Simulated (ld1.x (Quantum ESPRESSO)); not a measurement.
What one change does to a pseudopotential (Cd (Z = 48), TM)

| Quantity | Value |
| --- | --- |
| Element | Cd (Z = 48) |
| Generator | ld1.x (Quantum ESPRESSO) 7.5 |
| Type | norm-conserving Troullier–Martins (Kleinman–Bylander form) |
| Functional | PBEsol |
| Relativity | scalar-relativistic |
| Frozen core | [Kr] |
| Valence charge | 12 |
| Reference configuration | 4d10 5s2 5p0 |
| Partial waves | 5p (bound, empty): rc 2.50 bohr; 4d (bound): rc 1.80 bohr; 5s (bound): rc 2.45 bohr |
| Local potential | the s channel |
| Core correction | a·sin(br)/r model core inside 1.75 bohr |

Change: wave 4d (bound): rc 1.80 bohr becomes 4d (bound): rc 2.70 bohr.

Cutoffs: the cutoffs (Ry, on a coarse ladder) from which the occupation-weighted sum of valence levels, in a spherical-Bessel basis at the reference potential, stays within 10 and 1 mRy of its value at 400 Ry; they do not see the model core or the augmentation charge, which bear on the density cutoff. Errors are all-electron minus pseudo energies relative to the spin-unpolarised reference configuration.

Task: Predict the effect on cutoff, ghosts and configuration errors.

Result: The potential gets softer (70 Ry and 100 Ry → 40 Ry and 70 Ry); of the 7 tests that both files solve, the error grows in 0 and shrinks in 6 by more than 15 % and 0.3 meV (median size 40.6 → 11.2 meV); neither file shows a bound ghost. A larger radius leaves more room for a smooth pseudo-wave, so fewer plane waves are needed. That the errors move this way runs against the usual rule that smaller radii transfer better.

```tsv
quantity	base	changed
cutoff, loose	70 Ry	40 Ry
cutoff, tight	100 Ry	70 Ry
loose cutoff by channel (10 mRy a level)	d 55 Ry, s 8 Ry	d 35 Ry, s 8 Ry
bound ghosts	none	none
error for 4d10 5s1 5p0, meV [ΔE 9.31 eV]	-6.2	-3.7
error for 4d10 5s0 5p0, meV [ΔE 26.40 eV]	-41	-39
error for 4d9 5s0 5p0, meV [ΔE 64.40 eV]	-243	-196
error for 4d10 5s0 5p1, meV [ΔE 15.16 eV]	-13	-11
error for 4d9 5s2 5p1, meV [ΔE 12.65 eV]	-181	-6.3
error for 4d9 5s2 5p0, meV [ΔE 17.97 eV]	-140	+17
error for 4d10 5s1.5 5p0, meV [ΔE 3.73 eV]	-1.4	-0.8
```
